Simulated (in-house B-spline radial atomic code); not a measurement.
Ionisation energies along the 33-electron series, configuration [Ar] 3d10 4s2 4p3, as differences of self-consistent energies. NIST's values go from ground level to ground level; the uncertainty of those that are theory runs from under 0.1 % in few-electron ions to several per cent in heavy many-electron ones. Computed with a radial B-spline atomic code at the basis-set limit: non-relativistic Hartree-Fock, average of the configuration, point nuclei.

This level leaves out relativity, spin-orbit splitting included, which matters for heavy ions.

```json
{"ion": "Tc10+", "configuration after": "[Ar] 3d10 4s2 4p2", "ionisation energy (eV)": "212.8", "IE/(q+1)² (eV)": "1.7584", "-ε less Coulomb ΔSCF (eV)": "0.4024", "tabulated value (eV)": "214", "tabulated kind": "tabulated theory", "computed minus tabulated (eV)": "-1.2"}
{"ion": "Ru11+", "configuration after": "[Ar] 3d10 4s2 4p2", "ionisation energy (eV)": "?", "IE/(q+1)² (eV)": "?", "-ε less Coulomb ΔSCF (eV)": "?", "tabulated value (eV)": "?", "tabulated kind": "tabulated theory", "computed minus tabulated (eV)": "?"}
{"ion": "Rh12+", "configuration after": "[Ar] 3d10 4s2 4p2", "ionisation energy (eV)": "276.0", "IE/(q+1)² (eV)": "1.6333", "-ε less Coulomb ΔSCF (eV)": "0.4011", "tabulated value (eV)": "277", "tabulated kind": "tabulated theory", "computed minus tabulated (eV)": "-1.0"}
{"ion": "Pd13+", "configuration after": "[Ar] 3d10 4s2 4p2", "ionisation energy (eV)": "310.3", "IE/(q+1)² (eV)": "1.5832", "-ε less Coulomb ΔSCF (eV)": "0.4011", "tabulated value (eV)": "311", "tabulated kind": "tabulated theory", "computed minus tabulated (eV)": "-0.7"}
{"ion": "Ag14+", "configuration after": "[Ar] 3d10 4s2 4p2", "ionisation energy (eV)": "346.3", "IE/(q+1)² (eV)": "1.5393", "-ε less Coulomb ΔSCF (eV)": "0.40139", "tabulated value (eV)": "347", "tabulated kind": "tabulated theory", "computed minus tabulated (eV)": "-0.7"}
{"ion": "Cd15+", "configuration after": "[Ar] 3d10 4s2 4p2", "ionisation energy (eV)": "384.1", "IE/(q+1)² (eV)": "1.5005", "-ε less Coulomb ΔSCF (eV)": "0.40191", "tabulated value (eV)": "385", "tabulated kind": "tabulated theory", "computed minus tabulated (eV)": "-0.9"}
{"ion": "In16+", "configuration after": "[Ar] 3d10 4s2 4p2", "ionisation energy (eV)": "423.7", "IE/(q+1)² (eV)": "1.466", "-ε less Coulomb ΔSCF (eV)": "0.4026", "tabulated value (eV)": "425", "tabulated kind": "tabulated theory", "computed minus tabulated (eV)": "-1.3"}
{"ion": "Sn17+", "configuration after": "[Ar] 3d10 4s2 4p2", "ionisation energy (eV)": "464.9", "IE/(q+1)² (eV)": "1.435", "-ε less Coulomb ΔSCF (eV)": "0.40343", "tabulated value (eV)": "466", "tabulated kind": "tabulated theory", "computed minus tabulated (eV)": "-1.1"}
{"ion": "Sb18+", "configuration after": "[Ar] 3d10 4s2 4p2", "ionisation energy (eV)": "?", "IE/(q+1)² (eV)": "?", "-ε less Coulomb ΔSCF (eV)": "?", "tabulated value (eV)": "?", "tabulated kind": "tabulated theory", "computed minus tabulated (eV)": "?"}
{"ion": "Te19+", "configuration after": "[Ar] 3d10 4s2 4p2", "ionisation energy (eV)": "?", "IE/(q+1)² (eV)": "?", "-ε less Coulomb ΔSCF (eV)": "?", "tabulated value (eV)": "?", "tabulated kind": "tabulated theory", "computed minus tabulated (eV)": "?"}
{"ion": "I20+", "configuration after": "[Ar] 3d10 4s2 4p2", "ionisation energy (eV)": "599.2", "IE/(q+1)² (eV)": "1.3587", "-ε less Coulomb ΔSCF (eV)": "0.40641", "tabulated value (eV)": "601", "tabulated kind": "tabulated theory", "computed minus tabulated (eV)": "-1.8"}
{"ion": "Xe21+", "configuration after": "[Ar] 3d10 4s2 4p2", "ionisation energy (eV)": "647.4", "IE/(q+1)² (eV)": "1.3376", "-ε less Coulomb ΔSCF (eV)": "0.40751", "tabulated value (eV)": "650", "tabulated kind": "tabulated theory", "computed minus tabulated (eV)": "-2.6"}
{"ion": "Cs22+", "configuration after": "[Ar] 3d10 4s2 4p2", "ionisation energy (eV)": "697.3", "IE/(q+1)² (eV)": "1.3182", "-ε less Coulomb ΔSCF (eV)": "0.40863", "tabulated value (eV)": "700", "tabulated kind": "tabulated theory", "computed minus tabulated (eV)": "-2.7"}
{"ion": "Ba23+", "configuration after": "[Ar] 3d10 4s2 4p2", "ionisation energy (eV)": "749.0", "IE/(q+1)² (eV)": "1.3004", "-ε less Coulomb ΔSCF (eV)": "0.40977", "tabulated value (eV)": "752", "tabulated kind": "tabulated theory", "computed minus tabulated (eV)": "-3.0"}
{"ion": "La24+", "configuration after": "[Ar] 3d10 4s2 4p2", "ionisation energy (eV)": "802.4", "IE/(q+1)² (eV)": "1.2838", "-ε less Coulomb ΔSCF (eV)": "0.41093", "tabulated value (eV)": "806", "tabulated kind": "tabulated theory", "computed minus tabulated (eV)": "-3.6"}
{"ion": "Ce25+", "configuration after": "[Ar] 3d10 4s2 4p2", "ionisation energy (eV)": "857.5", "IE/(q+1)² (eV)": "1.2685", "-ε less Coulomb ΔSCF (eV)": "0.41208", "tabulated value (eV)": "862", "tabulated kind": "tabulated theory", "computed minus tabulated (eV)": "-4.5"}
{"ion": "Pr26+", "configuration after": "[Ar] 3d10 4s2 4p2", "ionisation energy (eV)": "914.3", "IE/(q+1)² (eV)": "1.2542", "-ε less Coulomb ΔSCF (eV)": "0.41324", "tabulated value (eV)": "920", "tabulated kind": "tabulated theory", "computed minus tabulated (eV)": "-5.7"}
{"ion": "Nd27+", "configuration after": "[Ar] 3d10 4s2 4p2", "ionisation energy (eV)": "972.9", "IE/(q+1)² (eV)": "1.2409", "-ε less Coulomb ΔSCF (eV)": "0.41439", "tabulated value (eV)": "978", "tabulated kind": "tabulated theory", "computed minus tabulated (eV)": "-5.1"}
{"ion": "Pm28+", "configuration after": "[Ar] 3d10 4s2 4p2", "ionisation energy (eV)": "1033.1", "IE/(q+1)² (eV)": "1.2284", "-ε less Coulomb ΔSCF (eV)": "0.41553", "tabulated value (eV)": "1040", "tabulated kind": "tabulated theory", "computed minus tabulated (eV)": "-6.9"}
{"ion": "Sm29+", "configuration after": "[Ar] 3d10 4s2 4p2", "ionisation energy (eV)": "1095.1", "IE/(q+1)² (eV)": "1.2168", "-ε less Coulomb ΔSCF (eV)": "0.41666", "tabulated value (eV)": "1103", "tabulated kind": "tabulated theory", "computed minus tabulated (eV)": "-7.9"}
```

Task: Fill in the row of Ru11+.

Result: ionisation energy (eV): 243.5; IE/(q+1)² (eV): 1.691; -ε less Coulomb ΔSCF (eV): 0.40149; tabulated value (eV): 245; computed minus tabulated (eV): -1.5.

Task: Fill in the row of Sb18+.

Result: ionisation energy (eV): 508.0; IE/(q+1)² (eV): 1.4071; -ε less Coulomb ΔSCF (eV): 0.40435; tabulated value (eV): 510; computed minus tabulated (eV): -2.0.

Task: Fill in the row of Te19+.

Result: ionisation energy (eV): 552.7; IE/(q+1)² (eV): 1.3818; -ε less Coulomb ΔSCF (eV): 0.40535; tabulated value (eV): 555; computed minus tabulated (eV): -2.3.
